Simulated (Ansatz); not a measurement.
**BrH2NSi: structure from calculated spectroscopic constants**

These gas-phase data were calculated for one isomer of BrH2NSi at B3LYP-D3(BJ)/6-311G** (harmonic, unscaled wavenumbers; equilibrium rotational constants with average atomic masses):

| Property | Result |
| --- | --- |
| rotational constants | 18.44, 2.751, 2.394 GHz |
| all wavenumbers above 1500 cm⁻¹ | 3639, 3537, 1581 |

Candidates:

(1) `N[Si]Br`, a singlet
(2) `[H]/N=[SiH]/Br`, a singlet
(3) `[H]/N=[SiH]\Br`, a singlet

Task: Which structure fits?

Result: Candidate (1). No mode falls between 2000 and 2380 cm⁻¹, where the Si–H stretch of (2), (3) would stand.

The same quantities for all candidates:

```
     rotational constants (GHz)  wavenumbers above 1500 cm⁻¹  E above the lowest, B3LYP-D3(BJ)/6-311G** (kcal/mol)
(1)         18.44, 2.751, 2.394             3639, 3537, 1581                                                   0.0
(2)         29.01, 2.579, 2.369                   3596, 2241                                                  30.7
(3)         33.97, 2.393, 2.236                   3622, 2325                                                  27.1
```

Harmonic stretches to hydrogen usually lie a few per cent above observed fundamentals. Each candidate is one conformer. Programs: Ansatz 0.2.0.
